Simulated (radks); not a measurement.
Values are calculated unless marked as measured or tabulated.
The gallium ion Ga4+, 27 electrons, occupied as [Ne] 3s2 3p5 3d9 4p1 (not the ground configuration). Code: a radial shooting solver on a logarithmic mesh with Libxc functionals. Model: scalar-relativistic Kohn-Sham, PBE, spin-polarised, spherical densities, point nucleus; open shells are filled with parallel spins first.

X-ray form factor f0, the Fourier transform of the density (f0(0) = 27):

sin(theta)/lambda (1/angstrom)  f0 (electrons)
0.05                                    26.748
0.1                                     26.034
0.15                                    24.968
0.2                                     23.677
0.25                                    22.268
0.3                                     20.816
0.4                                     17.952
0.5                                     15.310
0.6                                     13.027
0.8                                      9.705
1                                        7.772
1.25                                     6.449
1.5                                      5.605
2                                        4.221
